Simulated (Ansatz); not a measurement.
Molecule: C6H11, charge 0, multiplicity 2. It need not be the lowest isomer of its formula. 
Geometry from a B3LYP-D3(BJ)/def2-TZVP (Ansatz, a quantum-chemistry and plane-wave program) optimisation:
```xyz
17

C      1.9896    -1.2114    -0.4339
C      1.6772    -0.0108     0.4026
C      0.4647     0.6385     0.5676
C     -0.8064     0.3577     0.0848
C     -1.9254     1.3199     0.3408
C     -1.1809    -0.8511    -0.7192
H      1.4867    -1.1881    -1.4017
H      3.0629    -1.2766    -0.6175
H      1.6962    -2.1474     0.0572
H      2.5132     0.4108     0.9484
H      0.5220     1.5341     1.1814
H     -2.3617     1.6749    -0.6009
H     -2.7429     0.8402     0.8917
H     -1.5966     2.1907     0.9077
H     -1.1615    -0.6365    -1.7953
H     -0.5279    -1.7007    -0.5417
H     -2.2040    -1.1577    -0.4854
```
Charge 0, spin multiplicity 2.

Dipole moments at this geometry, in debye (magnitudes).

```
level                 program  dipole (D)
--------------------  -------  ----------
BLYP/def2-TZVPD        Ansatz        0.53
r2SCAN/def2-TZVPD      Ansatz        0.53
B97M-V/def2-TZVPD      Ansatz        0.52
B3LYP/def2-TZVPD       Ansatz        0.51
PBE0/def2-TZVPD        Ansatz        0.52
r2SCAN0/def2-TZVPD     Ansatz        0.50
HSE06/def2-TZVPD       Ansatz        0.52
CAM-B3LYP/def2-TZVPD   Ansatz           …
LC-wPBE/def2-TZVPD     Ansatz        0.51
CCSD(T)/aug-cc-pVDZ    Ansatz           …
```

Q: Complete the blanks.

A: 
- CAM-B3LYP/def2-TZVPD, dipole (D): 0.51
- CCSD(T)/aug-cc-pVDZ, dipole (D): 0.46
